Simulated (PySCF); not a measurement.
**Gas-phase thermal properties of (HBO2)3**

Energies from PySCF (xtb for GFN2), thermal terms from the rigid-rotor harmonic-oscillator model, ideal gas at 1 bar. Table values come from the NASA 1993 polynomials. S°(298 K) at PBE0/def2-TZVP differs from the NASA 1993 table for (HBO2)3 (+10 J/mol/K); whether the harmonic model or the table's entry is off was not settled. 6-31G* has spherical d functions here. All species are closed-shell singlets. B3LYP is the form with VWN-RPA correlation. The harmonic model lacks anharmonicity and excited electronic states, which grow with temperature; levels with a mode under 35 cm⁻¹ are left out. Internal rotation in (HBO2)3 is treated as a harmonic vibration of one conformer, which makes the entropy rough. The table's entry may be an old estimate for (HBO2)3 (not checked at source).

```
level           point group  σ  ZPE (kJ/mol)  S°298 (J/mol/K)  Cp298 (J/mol/K)  S°1000 (J/mol/K)  H1000 − H298 (kJ/mol)
--------------  -----------  -  ------------  ---------------  ---------------  ----------------  ---------------------
table                     -  -             -            347.6            137.6             584.6                  144.5
B3LYP/6-31G*            C3h  3         194.6            357.4            130.1             583.3                  138.3
GFN2-xTB                C3h  3         180.6            362.4            137.8             597.3                  143.2
HF/6-31G*               C3h  3         208.6            351.8            124.2             571.0                  134.6
PBE/def2-SVP            C3h  3         190.4            360.9            133.2             589.9                  139.9
PBE0/def2-TZVP          C3h  3         196.3            357.4            130.4             583.5                  138.3
```
σ: rotational symmetry number. Electronic degeneracy used: 1. Frequencies are unscaled.
